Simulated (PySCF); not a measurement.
Question: Give a GFN2-xTB geometry of InChI=1S/C3H9P/c1-4(2)3/h1-3H3.

Answer: 
Z-matrix in Å and degrees, rows numbered from 1:
```
C 
P   1  1.8535
C   2  1.8534  1   97.86
C   2  1.8535  1   97.85  3   -99.17
H   1  1.0892  2  111.39  3    49.52
H   1  1.0880  2  109.04  3   -71.36
H   1  1.0880  2  109.07  3   170.41
H   3  1.0892  2  111.42  1   -49.40
H   3  1.0881  2  109.09  1  -170.35
H   3  1.0881  2  109.02  1    71.44
H   4  1.0892  2  111.40  1    49.50
H   4  1.0879  2  109.09  1   170.42
H   4  1.0880  2  109.01  1   -71.39
```

All 3 C–P bonds measure 1.853 to 1.854 Å. P2 (phosphine phosphorus) is pyramidal (angles 97.9°, 97.9° and 97.8°, sum 293.6°, 0.91 Å off the plane of its three neighbours).

Structure optimised with GFN2-xTB, isolated species.

Point group: C3v (tolerance 0.08 Å). Not checked by GFN2-xTB frequencies.

The numbers are calculated, not measured.

***

**Question.** Give a PBE0-D3(BJ)/def2-SVP geometry of `[SiH3][AsH2]` (AsH2(SiH3)).

**Answer.** 
Z-matrix in Å and degrees, rows numbered from 1:
```
As
H   1  1.5257
H   1  1.5257  2   92.26
Si  1  2.3724  2   91.96  3    92.15
H   4  1.4938  1  113.03  2   -44.60
H   4  1.4938  1  108.39  2  -165.69
H   4  1.4938  1  108.20  2    76.36
```

Si4 (silicon bonded to As and 3 H) is distorted tetrahedral (angles from 108.2° to 113.0°). As1 (arsenic bonded to Si and 2 H) is pyramidal (angles 92.3°, 92.1° and 92.0°, sum 276.3°, 0.95 Å off the plane of its three neighbours).

Computed with PySCF, PBE0-D3(BJ)/def2-SVP geometry optimisation, gas phase.

Point group: Cs (tolerance 0.08 Å). Not checked by PBE0-D3(BJ)/def2-SVP frequencies.
